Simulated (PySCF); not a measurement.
Species: C4H8BN.
Bonds: C1–C2, C2–C3 (triple), C3–B4, B4–C5, B4–N6. Hydrogens: H7, H8, H9 on C1; H10, H11, H12 on C5; H13, H14 on N6.

Computed by this run: PBE0-D3(BJ)/def2-SVP geometry optimisation, gas phase (PySCF); density fitting, grid level 1; the optimiser is geomeTRIC in internal coordinates, started from a GFN2-xTB structure with every atom displaced at random (about 0.01 Å).

Geometry at step 0:
```
atom  x, y, z in Å
C1      3.0624   -0.2012    0.1226
C2      1.5991   -0.0265    0.2024
C3      0.3880    0.1021    0.2692
B4     -1.0677    0.2563    0.3625
C5     -2.0379   -1.0361    0.4315
N6     -1.6527    1.5345    0.3807
H7      3.3071   -0.8288   -0.7178
H8      3.5355    0.7988   -0.0336
H9      3.4213   -0.6149    1.0575
H10    -3.0973   -0.7847    0.4486
H11    -1.8408   -1.6044    1.3548
H12    -1.8432   -1.7006   -0.3870
H13    -1.1269    2.3811    0.3318
H14    -2.6541    1.7093    0.4491
```

Task: Give the atomic forces at this geometry.

Result: 
| atom | Fx (eV/Å) | Fy (eV/Å) | Fz (eV/Å) |
| --- | --- | --- | --- |
| C1 | -1.267 | 1.587 | 0.076 |
| C2 | 0.636 | -0.184 | -0.052 |
| C3 | 2.249 | -0.110 | -0.111 |
| B4 | -2.988 | -0.238 | 0.122 |
| C5 | 0.572 | 1.056 | 0.910 |
| N6 | -0.547 | -0.350 | 0.062 |
| H7 | 0.345 | -0.593 | -0.502 |
| H8 | -0.063 | -0.522 | 0.094 |
| H9 | 0.368 | -0.342 | 0.372 |
| H10 | -0.403 | 0.156 | -0.111 |
| H11 | 0.126 | -0.051 | 0.013 |
| H12 | 0.175 | -0.673 | -0.815 |
| H13 | 0.480 | 0.530 | -0.023 |
| H14 | 0.318 | -0.268 | -0.035 |

The largest, 3.00 eV/Å, acts on B4; the rms over all components is 0.768 eV/Å. The forces sum to zero within rounding, as they must for an isolated molecule in no field.

Task: Give the force on B4 in Eh/bohr and in nN.

Result: 3.000 eV/Å ÷ 51.422 = 0.05834 Eh/bohr, and 3.000 eV/Å × 1.602 = 4.81 nN.

Task: How far is this geometry from the end of the optimisation?

Result: 0.170 eV above it, and 0.040 Å rms away after alignment. The bonds farthest from their final lengths, with half the difference of the two atoms' forces along the bond (positive lengthens):

```json
{"bond": "C3–B4", "now (Å)": "1.467", "final (Å)": "1.541", "force along bond (eV/Å)": "+2.60"}
{"bond": "B4–C5", "now (Å)": "1.618", "final (Å)": "1.580", "force along bond (eV/Å)": "-1.57"}
{"bond": "C5–H12", "now (Å)": "1.072", "final (Å)": "1.103", "force along bond (eV/Å)": "+1.16"}
{"bond": "C1–H7", "now (Å)": "1.077", "final (Å)": "1.102", "force along bond (eV/Å)": "+1.04"}
{"bond": "C1–C2", "now (Å)": "1.476", "final (Å)": "1.452", "force along bond (eV/Å)": "-1.05"}
{"bond": "C1–H9", "now (Å)": "1.083", "final (Å)": "1.102", "force along bond (eV/Å)": "+0.77"}
```

The angle farthest from its final value is H7–C1–H9, 112.1° against 107.4°.

Of the 6 listed bonds off by 0.010 Å or more, this force points towards the final length in 6.

What follows is the cost of the whole optimisation. Time: 41 s of wall time; peak memory 0.51 GiB. Hardware: an Arm Neoverse V1 with one thread, no GPU, shared host with 32 logical CPUs at a one-minute load of 36.
